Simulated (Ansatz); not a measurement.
`[F][Zr]([Cl])([Cl])[Br]` + H₂S → `[F][Zr]([SH])([Cl])[Cl]` + HBr at 298.15 K and 1 bar (ligand exchange at a Zr–Br bond).

Computed with Ansatz on PBE0-D4/def2-TZVP structures; ΔE is electronic, products minus reactants. CCSD(T)/CBS adds triple-zeta CCSD(T) − MP2 to the extrapolated MP2 energy (def2 sets, frozen cores). This one scheme is used for every species. Elements past krypton have def2 core potentials. For Br, Zr outer-core shells are correlated without core-valence functions, which leaves a few kJ/mol of doubt a bond. Scalar relativity is left out up to krypton. One conformer a species, not always the lowest.

```tsv
species	CCSD(T)/CBS energy (Eh)	H − E (kJ/mol)	S (J/(mol·K))
`[F][Zr]([Cl])([Cl])[Br]`	-3639.97082	36.5	389.3
H₂S	-398.97279	49.9	205.7
`[F][Zr]([SH])([Cl])[Cl]`	-1464.99805	58.9	402.6
HBr	-2573.91920	24.6	198.6
```

H − E and S are ideal-gas, rigid-rotor, harmonic terms from PBE0-D4/def2-TZVP, for one conformer and one mirror image of each species. 1 Eh = 2625.50 kJ/mol, R = 8.31446 J/(mol·K).

Q: By hand: ΔE, ΔH, ΔS and ΔG.

A: ΔE = (-1464.99805) + (-2573.91920) − (-3639.97082) − (-398.97279) = 0.02636 Eh = 69.2 kJ/mol. Δ(H − E) = 58.9 + 24.6 − 36.5 − 49.9 = -2.9, so ΔH = 66.3 kJ/mol. ΔS = 402.6 + 198.6 − 389.3 − 205.7 = 6.2 J/(mol·K). ΔG = 66.3 − 298.15 × (6.2)/1000 = 64.5 kJ/mol.

Q: By hand: the equilibrium constant, and the temperature at which ΔG would vanish if ΔH and ΔS stayed fixed.

A: log₁₀ K = −ΔG/(RT ln 10) = -11.3. ΔG = 0 at ΔH/ΔS = 10694 K, far beyond where these terms or the molecules hold.

The number of gas molecules stays the same, so ΔS is small and ΔH decides. A doubt of 5 kJ/mol in ΔE shifts log₁₀ K by 0.9 here. Other conformers and mirror images would add mixing entropy, several J/(mol·K) or more a flexible species. Modes under 60 cm⁻¹, often nearly free rotors, make the harmonic entropy too high. These are equilibria of isolated gas molecules and say nothing of rates. Largest T1 diagnostic: 0.017 (customary marks: 0.02 for closed shells, 0.045 for open ones).
